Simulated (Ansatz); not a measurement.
`[BH2][SnH2][NH2]` + H₂ → BH₃ + `[NH2][SnH3]` at 600 K and 1 bar (hydrogenolysis of a B–Sn bond).

Gas-phase electronic energies from Ansatz, PBE0-D4/def2-TZVP geometries. CCSD(T)/CBS adds triple-zeta CCSD(T) − MP2 to the extrapolated MP2 energy (def2 sets, frozen cores). This one scheme is used for every species. Elements past krypton have def2 core potentials. For Sn outer-core shells are correlated without core-valence functions, which leaves a few kJ/mol of doubt a bond. Each species was taken in one conformer, which may not be the lowest.

```
           species  CCSD(T)/CBS energy (Eh)  H − E (kJ/mol)  S (J/(mol·K))
`[BH2][SnH2][NH2]`               -297.08243           209.7          419.0
                H₂                 -1.17544            43.9          150.8
               BH₃                -26.55200            91.5          217.3
     `[NH2][SnH3]`               -271.71442           161.1          352.6
```

H − E and S are ideal-gas, rigid-rotor, harmonic terms from PBE0-D4/def2-TZVP, for one conformer and one mirror image of each species. The MP2-based limit puts H₂ 0.8 mEh under its directly extrapolated value; such offsets cancel only in part. 1 Eh = 2625.50 kJ/mol, R = 8.31446 J/(mol·K).

Q: By hand: ΔE, ΔH, ΔS and ΔG.

A: ΔE = (-26.55200) + (-271.71442) − (-297.08243) − (-1.17544) = -0.00855 Eh = -22.4 kJ/mol. Δ(H − E) = 91.5 + 161.1 − 209.7 − 43.9 = -1.0, so ΔH = -23.4 kJ/mol. ΔS = 217.3 + 352.6 − 419.0 − 150.8 = 0.1 J/(mol·K). ΔG = -23.4 − 600 × (0.1)/1000 = -23.5 kJ/mol.

Q: By hand: the equilibrium constant, and the temperature at which ΔG would vanish if ΔH and ΔS stayed fixed.

A: log₁₀ K = −ΔG/(RT ln 10) = 2.0. ΔH and −TΔS have one sign here, so there is no such temperature. One of them is within its doubt of zero, so this could turn.

The number of gas molecules stays the same, so ΔS is small and ΔH decides. A doubt of 5 kJ/mol in ΔE shifts log₁₀ K by 0.4 here. Other conformers and mirror images would add mixing entropy, several J/(mol·K) or more a flexible species. These are equilibria of isolated gas molecules and say nothing of rates. Largest T1 diagnostic: 0.013 (customary marks: 0.02 for closed shells, 0.045 for open ones).
